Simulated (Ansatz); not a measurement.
C2H2O, SMILES `C1=CO1` (charge 0, multiplicity 1).

Level of theory: CAM-B3LYP/cc-pVTZ // B3LYP-D3(BJ)/def2-TZVP run with Ansatz (an electronic-structure program).

Ansatz 0.2 input:
```yaml
crystal:
  periodic: [false, false, false]
  atoms:
    - { symbol: C, position_ang: [0.626511, -0.101538, 0.11144] }
    - { symbol: C, position_ang: [-0.629791, -0.134969, 0.195082] }
    - { symbol: O, position_ang: [0.014462, 1.04247, 0.858839] }
    - { symbol: H, position_ang: [1.636408, -0.359293, -0.129143] }
    - { symbol: H, position_ang: [-1.647587, -0.446668, 0.089506] }
basis:
  gaussian: { orbitals: cc-pVTZ }
hamiltonian:
  xc: cam_b3lyp
```

Output:

```
Functional definition: CAM-B3LYP
615 factors; their error is unknown
147 factors; integrals over basis functions are off by at most 1.2e-5 eV
mean field evaluation 1: about -4145.8910 eV, gradient 3.8e1 eV
mean field evaluation 2: about -4145.2600 eV, gradient 4.5e1 eV
mean field evaluation 4: about -4148.6456 eV, gradient 1.7e0 eV
mean field evaluation 8: about -4148.6526 eV, gradient 1.7e-2 eV
mean field evaluation 16: about -4148.6439 eV, gradient 1.3e-5 eV
mean field -4148.64389298 eV, -152.4598510153 hartree, gradient 1.3e-5 eV, S^2 0.000000; 0 other end points of the search recorded, 0 dependent functions left out
reference -4148.64397566 eV, -152.4598540535 hartree; 11, 11 occupied and 107, 107 virtual orbitals, 615 factors
Total energy: -4148.64397566 eV, -152.4598540535 hartree
```
